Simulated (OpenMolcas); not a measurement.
An OpenMolcas run meant for Pm IV (ANO-R3, X2C; inactive shells 1s 2s 2p 3s 3p 3d 4s 4p 4d 5s 5p; intended active space 4 electrons in 7 orbitals (4f)). One step of its input:

```
&CASPT2
Multistate=30 1 2 3 4 5 6 7 8 9 10 11 12 13 14 15 16 17 18 19 20 21 22
23 24 25 26 27 28 29 30
Frozen=14 9
IPEA=0.25
Imaginary=1.5
MaxIter=60
WThr=0.0 0.3 0.05
PrWF=0.5
NoMix
```

The run finished. Its levels beside those of a sound run (SS-CASPT2, IPEA 0.25 Eh, imaginary shift 0.1 Eh (closed shells correlated: 5s 5p)), in cm⁻¹ above each run's lowest level:

```csv
Level,This run,Usual run
4f⁴ ⁵I₄,0.0,0.0
4f⁴ ⁵I₅,1605,1611
4f⁴ ⁵I₆,3379,3389
4f⁴ ⁵I₇,5245,5254
4f⁴ ⁵I₈,7134,7137
4f⁴ ⁵F₁,14747,14433
4f⁴ ⁵F₂,15296,14982
4f⁴ ⁵F₃,16120,15805
4f⁴ ⁵S₂,16987,16680
4f⁴ ⁵F₄,17218,16904
4f⁴ ³K₆,18439,18137
4f⁴ ⁵F₅,18591,18276
```

Q: Which setting is unsound, and how much does it matter here?

A: The level shift is far above the usual 0.1 to 0.3 hartree and damps the second-order energy. Against the sound run the excited levels shown move by 200 cm-1 on average and by 310 cm-1 at most.

Term energies are means over components that CASPT2 splits; among the terms shown or strongly mixed into the levels shown the widest spread is 400 cm-1 (4f⁴ ⁵I, the sound run). High states are left out of the spin-orbit mixing, which shifts the levels that they would mix with. The CASPT2 spread within a term exceeds the gap to the next term for 4f⁴ ⁵F and 4f⁴ ⁵S, so the order of their levels is uncertain, and so are names and mixing where such terms share a J. Only configurations of the active space appear.
